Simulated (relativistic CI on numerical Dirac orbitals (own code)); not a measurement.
Calculated levels, Se¹¹⁺

Method of calculation: Dirac-Coulomb-Breit CI, KLI orbitals optimised for each configuration, model QED (radiative potential, 1s self-energy scaled to tabulated hydrogen-like ionisation energies), unscaled Slater integrals (own radial code, finite nucleus).

Configurations in the expansion (outside the closed core [Ne]): 3s2.3p6.3d5, 3s2.3p5.3d6, 3s2.3p4.3d7, 3s.3p6.3d6, 3s2.3p6.3d4.4s, 3p6.3d7, 3s2.3p6.3d4.4p, 3s2.3p6.3d4.4d, 3s2.3p6.3d3.4s2, 3s.3p5.3d7, 3s2.3p6.3d3.4s.4p, 3s2.3p6.3d4.4f, 3s2.3p6.3d4.5s, 3s2.3p6.3d3.4p2, 3s2.3p6.3d3.4s.4d, 3s2.3p6.3d4.5p. Levels of other configurations are missing.

The lowest level is 3s2.3p6.3d5 6S_5/2, with 98 % of that term; Hund's rules for 3s2.3p6.3d5 give 6S with J = 5/2, in agreement.

```csv
No.,Configuration,Term,J,E (eV),%,Landé g,jj configuration (%)
1,3s2.3p6.3d5,6S,5/2,0.0000,98,1.996,3d3/2^2 3d5/2^3 (42)
2,3s2.3p6.3d5,4G,5/2,8.8871,79,0.734,3d5/2 (34)
3,3s2.3p6.3d5,4G,11/2,8.9884,98,1.269,3d3/2^2 3d5/2^3 (49)
4,3s2.3p6.3d5,4G,7/2,9.0073,97,0.990,3d3/2^3 3d5/2^2 (44)
5,3s2.3p6.3d5,4G,9/2,9.0497,99,1.171,3d3/2^2 3d5/2^3 (65)
6,3s2.3p6.3d5,4P,5/2,9.1282,66,1.392,3d3/2^3 3d5/2^2 (41)
7,3s2.3p6.3d5,4P,3/2,9.2761,83,1.642,3d3/2^3 3d5/2^2 (52)
8,3s2.3p6.3d5,4P,1/2,9.4380,93,2.507,3d3/2^2 3d5/2^3 (52)
9,3s2.3p6.3d5,4D,7/2,10.6148,95,1.417,3d3/2^2 3d5/2^3 (60)
10,3s2.3p6.3d5,4D,1/2,10.8642,93,0.155,3d3/2^2 3d5/2^3 (80)
11,3s2.3p6.3d5,4D,5/2,10.9116,80,1.396,3d3/2^2 3d5/2^3 (35)
12,3s2.3p6.3d5,4D,3/2,10.9441,83,1.270,3d3/2 3d5/2^4 (46)
13,3s2.3p6.3d5,2D,5/2,12.9473,54,1.074,3d3/2^2 3d5/2^3 (28)
14,3s2.3p6.3d5,2I,11/2,13.1300,91,0.938,3d3/2^2 3d5/2^3 (49)
15,3s2.3p6.3d5,2I,13/2,13.3239,100,1.076,3d3/2^2 3d5/2^3 (100)
16,3s2.3p6.3d5,2D,3/2,13.3934,81,0.739,3d3/2^2 3d5/2^3 (61)
17,3s2.3p6.3d5,2F,7/2,13.8806,77,1.145,3d3/2^3 3d5/2^2 (42)
18,3s2.3p6.3d5,4F,9/2,14.3017,82,1.290,3d3/2^3 3d5/2^2 (46)
19,3s2.3p6.3d5,4F,5/2,14.4505,79,1.005,3d3/2^2 3d5/2^3 (71)
20,3s2.3p6.3d5,4F,7/2,14.5872,73,1.218,3d3/2 3d5/2^4 (60)
21,3s2.3p6.3d5,4F,3/2,14.8165,81,0.475,3d3/2 3d5/2^4 (51)
22,3s2.3p6.3d5,2F,5/2,15.2134,47,1.015,3d5/2^5 (55)
23,3s2.3p6.3d5,2H,9/2,15.2940,70,0.991,3d3/2^2 3d5/2^3 (78)
24,3s2.3p6.3d5,2H,11/2,15.8749,89,1.077,3d3/2 3d5/2^4 (76)
25,3s2.3p6.3d5,2G,7/2,15.9998,93,0.904,3d3/2^2 3d5/2^3 (75)
26,3s2.3p6.3d5,2G,9/2,16.4616,65,1.069,3d3/2 3d5/2^4 (67)
27,3s2.3p6.3d5,2F,5/2,16.8870,91,0.877,3d3/2^2 3d5/2^3 (57)
28,3s2.3p6.3d5,2F,7/2,17.0226,92,1.143,3d3/2 3d5/2^4 (44)
29,3s2.3p6.3d5,2S,1/2,18.2828,98,1.996,3d3/2^3 3d5/2^2 (39)
30,3s2.3p6.3d5,2D,3/2,20.2270,99,0.800,3d3/2^3 3d5/2^2 (35)
```

Energies count from the lowest computed level. Filled j subshells are mostly left out of the jj labels.

The mean weight of the leading LS term, summed over parents, in these 30 levels is 84 %, and that of the leading jj configuration (from the same eigenvectors) 55 %, so LS coupling describes them better.

At this charge energies of transitions that change n are usually good to better than 1 %, and those within a shell (Δn = 0) to a few per cent. Terms inside the open d or f shell come out 10 to 20 % too wide with unscaled integrals.

LS names give the leading component of a level, which can be under half, so a name can repeat, a term be missing and a line seem to break the LS rules.
